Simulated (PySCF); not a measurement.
Computed properties of O₃Se, SMILES O=[Se+2]([O-])[O-]

O3Se, SMILES [Se+2](=O)([O-])[O-]. Geometry optimised at B3LYP-D3(BJ)/def2-SVP. The values are those of a single conformer. All values are computed for the isolated molecule unless a solvent is named; none is compared with measurement here.

**Structure.** The optimised structure has D3h symmetry. All 6 harmonic modes at B3LYP-D3(BJ)/def2-SVP (PySCF) are real, so it is a minimum. With heavy atoms numbered as in [Se+2:1](=[O:2])([O-:3])[O-:4], the shortest bond between them is Se1–O2 at 1.607 Å and the longest Se1–O4 at 1.607 Å.

**Vibrations.** The strongest infrared lines (harmonic, unscaled, degenerate partners summed) lie at 1016 cm⁻¹ (139 km/mol, O 76 %, Se 24 %), 345 cm⁻¹ (54 km/mol, O 86 %, Se 14 %), 266 cm⁻¹ (27 km/mol, O 62 %, Se 38 %). The softest mode is at 266 cm⁻¹ and the zero-point energy is 5.6 kcal/mol.

**Electronic structure.** ωB97X/def2-TZVPD (PySCF) places the frontier levels at -12.68 and -1.71 eV, a gap of 10.97 eV, and gives a dipole moment of 0.00 D and a mean polarisability of 36.9 bohr³. PBE/def2-TZVPD (PySCF) at the same geometry gives -8.38 and -4.89 eV, so its gap is 7.48 eV narrower. An orbital gap is neither the optical nor the fundamental gap.

**Excitations.** TDA-M06-2X/def2-SVPD (PySCF) has S1 at 4.36 eV (284 nm, f = 0.000, dark); the most intense of the 10 singlets computed lies at 6.91 eV (f = 0.25). Strengths of degenerate partners are summed. T1 (TDA) is at 4.04 eV, 0.32 eV under S1. TDA-PBE/def2-SVPD (PySCF) puts S1 at 3.64 eV. No vertical singlet excitation falls in the visible range (under 3.1 eV).
